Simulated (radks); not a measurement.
Species: Ru XIV. Configuration: [Ar] 3d10 4s2 4p1 (the NIST ground configuration). All-electron calculation, Dirac Kohn-Sham, PBE, spin-unpolarised, spherical densities, point nucleus; open shells are shared between the two j in proportion to 2j + 1. Program: a radial shooting solver on a logarithmic mesh with Libxc functionals. Some entries of the table are withheld. Estimate them.

orbital,occ.,eigenvalue (eV),<r> (bohr),<r^2> (bohr^2)
1s1/2,2,-22217.02,0.03343,0.001509
2s1/2,2,-3437.638,0.1452,0.02492
2p1/2,2,-3199.056,0.1235,0.01873
2p3/2,4,-3067.915,0.1283,0.02007
3s1/2,2,-830.1565,0.3996,0.1827
3p1/2,2,-737.4963,0.3920,(1)
3p3/2,4,-714.8492,0.4023,(2)
3d3/2,4,-551.3603,0.3755,(3)
3d5/2,6,-546.8871,0.3788,(4)
4s1/2,2,(5),0.9041,0.9168
4p1/2,0.333333,-284.6898,0.9359,0.9876
4p3/2,0.666667,-279.5390,0.9527,1.023
4d3/2,0,-227.1815,1.019,1.185
4d5/2,0,-226.2476,1.024,1.196
5s1/2,0,-166.6577,1.642,3.008

Answer. 
(1) 3p1/2 <r^2> (bohr^2): 0.1786
(2) 3p3/2 <r^2> (bohr^2): 0.1879
(3) 3d3/2 <r^2> (bohr^2): 0.1680
(4) 3d5/2 <r^2> (bohr^2): 0.1708
(5) 4s1/2 eigenvalue (eV): -316.4998
